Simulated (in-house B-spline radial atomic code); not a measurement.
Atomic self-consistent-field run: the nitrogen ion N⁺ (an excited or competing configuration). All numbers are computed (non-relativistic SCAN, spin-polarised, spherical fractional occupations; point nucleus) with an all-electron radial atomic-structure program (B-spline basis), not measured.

Command:
```bash
python run_scf.py task.json out
```
Settings:
```
Z                7
configuration    [He] 2s1 2p2 3s1
hamiltonian      nr
method           scan,scan
spin_polarised   True
```

Output (hartree, bohr):
```
 radial grid: 47 intervals, B-splines of order 8, outer radius 40.5882 bohr

 iter        energy (Eh)    residual
    1         -53.112748    1.17e-02
    2         -53.113511    8.63e-04
    3         -53.113512    7.11e-04
    4         -53.113513    5.86e-04
    5         -53.113514    4.83e-04
    6         -53.113514    3.98e-04
    7         -53.113515    3.28e-04
    8         -53.113515    2.70e-04
    9         -53.113515    2.22e-04
   10         -53.113515    1.83e-04
   11         -53.113515    1.51e-04
   12         -53.113515    1.24e-04
   13         -53.113515    1.03e-04
   14         -53.113515    8.46e-05
   15         -53.113515    6.97e-05
   16         -53.113515    5.75e-05
   17         -53.113515    2.53e-05
   18         -53.113515    1.95e-05
   19         -53.113515    1.22e-05
   20         -53.113515    1.01e-05
   21         -53.113515    9.87e-06
   22         -53.113515    5.08e-06
   23         -30.028992    3.35e+00
   24         -53.113515    1.10e-05
   25         -53.113515    2.96e-05
   26         -53.113515    6.44e-06
   27         -53.113515    1.78e-05
   28         -53.113515    6.44e-06
   29         -53.113515    8.85e-07
   30         -53.113515    2.42e-07
   31         -53.113515    1.98e-07
   32         -53.113515    1.69e-07
   33         -53.113515    1.21e-07
   34         -53.113515    8.07e-08

 total energy                       -53.11352
 kinetic                              53.0253
 electron-nucleus                   -120.2438
 Hartree                              20.2340
 exchange-correlation                 -6.1290

 orbital      occ     eigenvalue          <r>       <r^2>       <1/r>       r_max
 1s up      1.000       -15.4043     0.229645   0.0713886     6.63803      0.1484
 1s down    1.000       -15.2984     0.228609   0.0704989     6.65244      0.1484
 2s up      1.000        -1.6440      1.16014     1.59327     1.25031      0.9498
 2p up      2.000        -1.1755      1.13915     1.60771     1.13852      0.8651
 3s up      1.000        -0.3315      3.72444     15.6912    0.359867       3.314
```

Cost of the run: 0.52 s on 1 thread of Arm Neoverse V1 (shared host).
